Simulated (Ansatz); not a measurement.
The same path of C2H4AlFS (9 atoms, charge 0, multiplicity 1) was run twice with different band settings. The coordinate that changes most is the dihedral F1–C2–C3–S4.

All numbers below come from RKS PBE/def2-mTZVP in Ansatz 0.2.0.

Relaxed end points:

```xyz
9
Properties=species:S:1:pos:R:3
F 0.548 1.436 1.767
C 0.755 0.830 0.579
C 0.759 -0.521 0.474
S 0.998 -1.372 -1.088
Al -1.056 -0.466 -0.963
H 0.970 1.533 -0.228
H 0.601 -1.112 1.382
H -2.179 -1.241 -0.142
H -1.308 0.867 -1.799
```

```xyz
9
Properties=species:S:1:pos:R:3
F 1.272 1.698 -0.243
C 0.817 0.862 0.701
C 0.679 -0.471 0.514
S 1.008 -1.363 -1.008
Al -1.083 -0.538 -0.994
H 0.598 1.370 1.644
H 0.371 -1.040 1.398
H -2.209 -1.372 -0.233
H -1.364 0.808 -1.795
```

Common settings: movable images 5; spring 5.0 eV/Å²; start path IDPP; force threshold 0.03 eV/Å; iteration limit 60; end points relaxed.

| run | climbing image | optimiser |
| --- | --- | --- |
| 1 | yes | quadratic models (default) |
| 2 | from the first iteration | lbfgs |

What does each run give, and how far can it be trusted?

Run 1: converged after 18 iterations, highest image 1.822 eV above the first end. The profile has 2 maxima (images 2, 4) with wells between them (image 3): this band takes more than one step, which may be the mechanism or a detour left from its start path. Neighbouring images differ by up to 1.4 eV, so the band resolves the path poorly. A vibrational analysis at the climbing image gives one clearly imaginary mode, 585i cm⁻¹: a first-order saddle point.
Run 2: not converged after 60 iterations, highest image 1.940 eV above the first end. The band didn't meet its force threshold, so its energies are provisional: the largest band force was still 0.62 eV/Å, and over the last iterations the top moved between 1.93 and 1.95 eV.
